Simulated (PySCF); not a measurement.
Stepwise substitution at one centre (Ga Br-OH). Isolated molecules, 0 K electronic values unless said otherwise. One relaxed conformer stands for each flexible species; it need not be the lowest. Strings in code marks are SMILES.

Method: PBE-D3(BJ)/def2-TZVP // B3LYP-D3(BJ)/def2-TZVP (PySCF). Excitations are Tamm–Dancoff values on a coarser integration grid. The basis has no diffuse functions, so Rydberg states are missing or too high.

```json
[
 {"species": "0 of 3 Br replaced by OH", "HOMO (eV)": "-7.41", "T1 excitation (TDA) (eV)": "4.03"},
 {"species": "1 of 3 Br replaced by OH (`[Br][Ga]([Br])[OH]` (H–O–Ga–Br torsion 180°))", "HOMO (eV)": "-7.42", "T1 excitation (TDA) (eV)": "4.47"},
 {"species": "2 of 3 Br replaced by OH (`[Ga]([OH])([OH])[Br]` (H–O–Ga–Br torsion 0°, Br–Ga–O–H torsion -180°))", "HOMO (eV)": "[?]", "T1 excitation (TDA) (eV)": "4.86"},
 {"species": "3 of 3 Br replaced by OH (`[OH][Ga]([OH])[OH]`)", "HOMO (eV)": "[?]", "T1 excitation (TDA) (eV)": "5.11"}
]
```

### Question
Some entries are withheld; supply them.

### Answer

- 2 of 3 Br replaced by OH (`[Ga]([OH])([OH])[Br]` (H–O–Ga–Br torsion 0°, Br–Ga–O–H torsion -180°)), HOMO (eV): -7.37
- 3 of 3 Br replaced by OH (`[OH][Ga]([OH])[OH]`), HOMO (eV): -7.20
